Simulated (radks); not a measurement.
The numbers below are computed, except where a source is named.
Question: Species: Hf4+. Configuration: [Xe] 4f14. Code: a radial shooting solver on a logarithmic mesh with Libxc functionals. Model: scalar-relativistic Kohn-Sham, PBE, spin-polarised, spherical densities, finite nucleus; Fermi nuclear charge, rms radius 5.347 fm. Some entries of the table are withheld. Estimate them.

orbital,occ.,eigenvalue (Ry),<r> (bohr)
1s,2,-4799.959,0.01899
2s,2,-823.4523,0.08038
2p,6,-723.5682,0.07172
3s,2,-189.9561,(1)
3p,6,-160.1024,0.2085
3d,10,-124.7294,0.1890
4s,2,(2),0.4683
4p,6,-30.88613,0.4977
4d,10,-18.21635,0.5353
5s,2,-7.92612,(3)
5p,6,-5.56445,1.304
4f,14,-4.25708,0.6694

Answer: 
(1) 3s <r> (bohr): 0.2087
(2) 4s eigenvalue (Ry): -40.68110
(3) 5s <r> (bohr): 1.124
